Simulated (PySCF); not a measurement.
MoO2Cl2, SMILES [O]=[Mo](=[O])([Cl])[Cl], multiplicity 1. Geometry optimised at PBE0-D3(BJ)/def2-SVP. The multiplicity is an assumed one; no other spin state was optimised. The isomer is the one that the SMILES or the coordinates give; other isomers of the formula were not compared. The def2 effective core potentials stand for the cores of Mo; spin–orbit coupling is left out.

Computed with PBE0-D3(BJ)/def2-SVP run with PySCF.

Harmonic wavenumbers (cm⁻¹): 116, 176, 210, 238, 350, 441, 456, 1058, 1088. Rotational constants (GHz): 2.743, 1.659, 1.345; symmetry number 2.

Question: Work out the zero-point energy and the ideal-gas rigid-rotor harmonic-oscillator thermochemistry at 298.15 K and 1 atm.

Answer: ZPE = ½ Σ hcν = ½ × 4133 cm⁻¹ = 5.91 kcal/mol. H − E(el) = 10.35 kcal/mol. Entropy in cal/(mol K): translation 41.77, rotation 26.98, vibration 12.31, total 81.05. G − E(el) = -13.82 kcal/mol. Cp = 20.28 cal/(mol K). Modes under 150 cm⁻¹ make the vibrational entropy uncertain.
